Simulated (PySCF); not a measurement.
**Calculated properties of `C/C=C1\C(=CC=C1)C#C`**

C₉H₈.
Geometry (GFN2-xTB, Å), atoms numbered from 1 in this order:
```
atom  x, y, z in Å
C1    -0.9655    2.7960   -0.1561
C2    -0.2765    1.8106   -0.2097
C3     0.5848    0.7089   -0.3019
C4     1.8847    0.7584   -0.7004
C5     2.4418   -0.5707   -0.6724
C6     1.4943   -1.4355   -0.2588
C7     0.2670   -0.6952    0.0093
C8    -0.8677   -1.2480    0.4630
C9    -2.1450   -0.5616    0.7722
H10   -1.5875    3.6385   -0.0985
H11    2.4218    1.6433   -0.9912
H12    3.4559   -0.8030   -0.9447
H13    1.5849   -2.4983   -0.1317
H14   -0.8675   -2.3193    0.6362
H15   -2.9526   -1.0103    0.1926
H16   -2.0912    0.5005    0.5558
H17   -2.3887   -0.7026    1.8264
```

Structural features include: alkyne and C=C double bond.

**GFN2-xTB geometry**

```yaml
Rotational_constants_A_B_C_of_the_GFN2-xTB_geometry: 2.287, 1.692, 0.978 GHz
```

PBE0/pcSseg-1 ground state and GIAO shieldings, non-relativistic (PySCF):

```yaml
Dipole_moment: 1.59 D
HOMO_energy: -6.06 eV
LUMO_energy: -2.08 eV
HOMO–LUMO_gap: 3.98 eV
Lowest_Hirshfeld_atomic_charge: -0.11 e on C1/C9
Highest_Hirshfeld_atomic_charge: +0.09 e on H10
13C_chemical_shifts_computed_TMS_as_zero_by_class: 156.7 (C8), 152.3 (C4), 150.2 (C7), 135.8 (C5), 133.6 (C6), 118.5 (C3), 92.6 (C1), 87.4 (C2), 19.6 (C9) ppm
1H_chemical_shifts_computed_TMS_as_zero_by_class: 7.24 (H11), 6.99 (H14), 6.58 (H12), 6.20 (H13), 3.15 (H10), 2.88 (H15/H16/H17) ppm
Mayer_bond_orders_between_heavy_atoms: C1–C2 2.30, C2–C3 0.95, C3–C4 1.62, C4–C5 1.16, C5–C6 1.68, C6–C7 1.11, C7–C8 1.70, C8–C9 1.10, C7–C3 1.07
```

Monoisotopic mass (most abundant isotopes): 116.0626 u.

In atomic units the dipole is 0.62 e·bohr (1 au = 2.5417 D). With B = h/(8π²I), that is 505.379 GHz u Å² over I, the principal moments of inertia are 221.0, 298.8 and 516.6 u Å² (most abundant isotopes). The rotational constants make it an asymmetric top with κ = (2B − A − C)/(A − C) = 0.09, midway between the prolate (−1) and oblate (+1) limits.

Isolated species at its GFN2-xTB geometry, gas phase. NMR classes are plain means over equivalent atoms (diastereotopic ones count apart unless rotation or inversion swaps them), as if these changed places fast; in this geometry the members of some classes differ.

For the NMR shielding job (PBE0/pcSseg-1), hardware: Arm Neoverse V2, one thread, no GPU, shared host. Cost: 29 s of wall time.
